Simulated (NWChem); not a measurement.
All runs are NWChem calculations. System: HSe, charge 0, spin multiplicity 2, at a geometry optimised with UPBE0/def2-SVP. The structure started from a generated list of species. Its SCF solution wasn't tested for a lower state. Level: UMP2/def2-TZVP, 9 core orbitals frozen.

Output (cleaned and shortened):

```
             Northwest Computational Chemistry Package (NWChem) 7.3.0
             --------------------------------------------------------

                                NWChem Input Module
                                -------------------

 Scaling coordinates for geometry "geometry" by  1.889725989
 (inverse scale =  0.529177249)

 Turning off AUTOSYM since
 SYMMETRY directive was detected!

                             Geometry "geometry" -> ""
                             -------------------------

 Output coordinates in angstroms (scale by  1.889725989 to convert to a.u.)

  No.       Tag          Charge          X              Y              Z
 ---- ---------------- ---------- -------------- -------------- --------------
    1 Se                  34.0000     0.00000000     0.00000000     0.04210000
    2 H                    1.0000     0.00000000     0.00000000    -1.43139200

 Effective nuclear repulsion energy (a.u.)      12.2104676958

            Nuclear Dipole moment (a.u.)
            ----------------------------
        X                 Y               Z
 ---------------- ---------------- ----------------
     0.0000000000     0.0000000000     0.0000151178

      Symmetry information
      --------------------

 Group name             C2v
 Group number             16
 Group order               4
 No. of unique centers     2

      Symmetry unique atoms

     1    2


 Summary of "ao basis" -> "" (spherical)
 ------------------------------------------------------------------------------
       Tag                 Description            Shells   Functions and Types
 ---------------- ------------------------------  ------  ---------------------
 *                         def2-tzvp                  on all atoms

 Summary of "ao basis" -> "ao basis" (spherical)
 ------------------------------------------------------------------------------
       Tag                 Description            Shells   Functions and Types
 ---------------- ------------------------------  ------  ---------------------
 Se                        def2-tzvp                16       48   6s5p4d1f
 H                         def2-tzvp                 4        6   3s1p

                                 NWChem SCF Module
                                 -----------------

  ao basis        = "ao basis"
  functions       =    54
  atoms           =     2
  alpha electrons =    18
  beta  electrons =    17
  charge          =   0.00
  wavefunction    = UHF
  use symmetry    = T
  symmetry adapt  = T

 Summary of "ao basis" -> "ao basis" (spherical)
 ------------------------------------------------------------------------------
       Tag                 Description            Shells   Functions and Types
 ---------------- ------------------------------  ------  ---------------------
 Se                        def2-tzvp                16       48   6s5p4d1f
 H                         def2-tzvp                 4        6   3s1p

      Symmetry analysis of basis
      --------------------------

        a1         25
        a2          5
        b1         12
        b2         12

 Forming initial guess at       0.1s

   Symmetry analysis of molecular orbitals - initial alpha
   -------------------------------------------------------

  Numbering of irreducible representations:

     1 a1          2 a2          3 b1          4 b2

  Orbital symmetries:

     1 a1          2 a1          3 b2          4 a1          5 b1
     6 a1          7 b2          8 a1          9 b1         10 a1
    11 b2         12 a2         13 b1         14 a1         15 a1
    16 a1         17 b2         18 b1         19 a1         20 a1
    21 b2         22 b2         23 a1         24 b1         25 b1
    26 a2         27 a1         28 a1

   Symmetry analysis of molecular orbitals - initial beta
   ------------------------------------------------------

  Numbering of irreducible representations:

     1 a1          2 a2          3 b1          4 b2

  Orbital symmetries:

     1 a1          2 a1          3 a1          4 b2          5 b1
     6 a1          7 a1          8 b2          9 b1         10 a1
    11 b2         12 a2         13 b1         14 a1         15 a1
[...]
    51      1.818992  2 H  s                 21      1.165898  1 Se pz
     6     -1.102723  1 Se s                 18      0.160158  1 Se pz

 Vector   20  Occ=0.000000D+00  E= 2.784493D-01  Symmetry=a1
              MO Center=  1.1D-14, -2.9D-14, -7.2D-01, r^2= 4.7D+00
   Bfn.  Coefficient  Atom+Function         Bfn.  Coefficient  Atom+Function
  ----- ------------  ---------------      ----- ------------  ---------------
    51      0.931489  2 H  s                 21     -0.745979  1 Se pz
    50     -0.650340  2 H  s                 18      0.554125  1 Se pz
    39     -0.373416  1 Se d  0               6     -0.175345  1 Se s

 center of mass
 --------------
 x =   0.00000000 y =   0.00000000 z =   0.04444648

 moments of inertia (a.u.)
 ------------------
           7.715557760953           0.000000000000           0.000000000000
           0.000000000000           7.715557760953           0.000000000000
           0.000000000000           0.000000000000           0.000000000000

  Mulliken analysis of the total density
  --------------------------------------

    Atom       Charge   Shell Charges
 -----------   ------   -------------------------------------------------------
    1 Se  34    34.13   2.00  2.00  1.16  0.78  1.00  0.98  6.00  5.93  0.94  2.20  1.09  8.97  1.04  0.01  0.05  0.01
    2 H    1     0.87   0.22  0.51  0.12  0.02

  Mulliken analysis of the alpha density
  --------------------------------------

    Atom       Charge   Shell Charges
 -----------   ------   -------------------------------------------------------
    1 Se  34    17.59   1.00  1.00  0.58  0.39  0.50  0.49  3.00  2.97  0.57  1.39  0.66  4.48  0.52  0.01  0.03  0.00
    2 H    1     0.41   0.11  0.24  0.05  0.01

   Mulliken analysis of the beta density
   -------------------------------------

    Atom       Charge   Shell Charges
 -----------   ------   -------------------------------------------------------
    1 Se  34    16.54   1.00  1.00  0.58  0.39  0.49  0.48  3.00  2.96  0.37  0.80  0.43  4.49  0.52  0.00  0.02  0.00
    2 H    1     0.46   0.11  0.27  0.06  0.01

   Mulliken analysis of the spin density
   -------------------------------------

    Atom       Charge   Shell Charges
 -----------   ------   -------------------------------------------------------
    1 Se  34     1.05  -0.00  0.00  0.00 -0.00  0.01  0.01  0.00  0.01  0.20  0.59  0.22 -0.01  0.00  0.01  0.01 -0.00
    2 H    1    -0.05  -0.01 -0.03 -0.01  0.00

       Multipole analysis of the density wrt the origin
       ------------------------------------------------

     L   x y z        total         alpha         beta         nuclear
     -   - - -        -----         -----         ----         -------
     0   0 0 0     -0.000000    -18.000000    -17.000000     35.000000

     1   1 0 0      0.000000      0.000000     -0.000000      0.000000
     1   0 1 0     -0.000000      0.000000     -0.000000      0.000000
     1   0 0 1     -0.254999     -0.127568     -0.127446      0.000015

     2   2 0 0    -16.145521     -8.541964     -7.603557      0.000000
     2   1 1 0     -0.000000     -0.000000     -0.000000      0.000000
     2   1 0 1     -0.000000     -0.000000      0.000000      0.000000
     2   0 2 0    -13.506074     -8.732262     -4.773811      0.000000
     2   0 1 1      0.000000      0.000000     -0.000000      0.000000
     2   0 0 2    -12.798193    -10.566132     -9.763953      7.531892

                   NWChem MP2 Semi-direct Energy/Gradient Module
                   ---------------------------------------------

  Basis functions       =     54
  Molecular orbitals    =     54
  Frozen core           =      9
  Frozen virtuals       =      0
  Active alpha occupied =      9
  Active beta occupied  =      8
  Active alpha virtual  =     36
  Active beta virtual   =     37
  Use MO symmetry       = T
  Use skeleton AO sym   = T

  AO/Fock/Back tols     =   1.0D-09  1.0D-09  1.0D-09

 GA uses MA = F    GA memory limited = T

 Available:
  local mem=  1.26D+08
 global mem=  1.44D+08
 local disk=  0.00D+00
  mp2_memr nvloc                    36
  nvloc new                    36
   1 passes of   9:        3145728                      22142                   1640932.
   1 passes of   9: M    126150706           G      144173368           F     123004978.

 Semi-direct pass number   1 of   1  for UHF alpha       at        1.1s
  vrange nnbf                  1485
  mp2_eaftype                    10  avail_ma_in_mb                  1099
 EAF : mp2_eaftype filesize          10     820466.
  mp2_eaf for mointskh                     10
Node 0 wrote      3.8 Mb in      0.0 s     Agg I/O rate:   921.6 Mb/s
 Done moints_semi at        3.2s
  mp2_eaftype                    10  avail_ma_in_mb                  1089
 EAF : mp2_eaftype filesize          10     820466.
  mp2_eaf for kh                    10
 Done maket at        3.2s
 Done multipass loop at        3.2s

 GA uses MA = F    GA memory limited = T

 Available:
  local mem=  1.26D+08
 global mem=  1.44D+08
 local disk=  0.00D+00
  mp2_memr nvloc                    37
  nvloc new                    37
   1 passes of   8:        3145728                      20742                   1499560.
   1 passes of   8: M    126150706           G      144173368           F     123004978.

 Semi-direct pass number   1 of   1  for UHF beta        at        3.3s
  vrange nnbf                  1485
  mp2_eaftype                    10  avail_ma_in_mb                  1099
 EAF : mp2_eaftype filesize          10     749780.
  mp2_eaf for mointskh                     10
Node 0 wrote      3.5 Mb in      0.0 s     Agg I/O rate:   594.5 Mb/s
 Done moints_semi at        5.3s
  mp2_eaftype                    10  avail_ma_in_mb                  1089
 EAF : mp2_eaftype filesize          10     749780.
  mp2_eaf for kh                    10
 Done maket at        5.3s
 Done multipass loop at        5.3s

          -------------------------------------------
          SCF energy               -2400.409540583812
          Correlation energy          -0.244624994948
          Singlet pairs                0.000000000000
          Triplet pairs                0.000000000000
          Total MP2 energy         -2400.654165578760
          -------------------------------------------

          ---------------------------------------------------
                    Spin Component Scaled (SCS) MP2
          Same spin pairs                     -0.071019892132
          Same spin scaling factor             0.333333333333
          Opposite spin pairs                 -0.173605102816
          Opposite spin scaling fact.          1.200000000000
          SCS-MP2 correlation energy          -0.231999420757
          Total SCS-MP2 energy             -2400.641540004568
          ---------------------------------------------------

 -----------------------
 Performance information
 -----------------------

 Timer overhead =  1.37D-07 seconds/call

               Nr. of calls         CPU time (s)                 Wall time (s)                GFlops
             ---------------    -------------------     ------------------------------   -------------------
Name         Min   Avg   Max    Min     Avg     Max     Min     Avg     Max   Mx/calls   Min     Max     Sum
mp2: moin     2     2     2    4.1     4.1     4.1      4.1     4.1     4.1     2.0      0.0     0.0     0.0
mp2: make     2     2     2   8.22E-2 8.22E-2 8.22E-2  8.22E-2 8.22E-2 8.22E-2 4.11E-2   0.0     0.0     0.0
mp2: tota     1     1     1    4.2     4.2     4.2      4.2     4.2     4.2     4.2      0.0     0.0     0.0

 The average no. of pstat calls per process was 5.00D+00
 with a timing overhead of 6.84D-07s

 Task  times  cpu:        5.3s     wall:        5.3s

 Total times  cpu:        5.3s     wall:        5.3s
```

Task: Write an NWChem input that would produce this output.

Result: One answer among several that fit: 
```
start mol
memory heap 200 mb stack 900 mb global 1100 mb
geometry units angstroms nocenter noautoz
  Se     0.000000     0.000000     0.042100
  H      0.000000     0.000000    -1.431392
  symmetry group C2v
end
basis spherical
  * library def2-tzvp
end
scf
  uhf
  nopen 1
  maxiter 100
  thresh 1e-7
  semidirect memsize 60000000 filesize 0
  # guess.movecs holds the orbitals of an unrestricted PBE0 run
  vectors input guess.movecs output mol.movecs
end
mp2
  freeze core 9
end
task mp2 energy
```
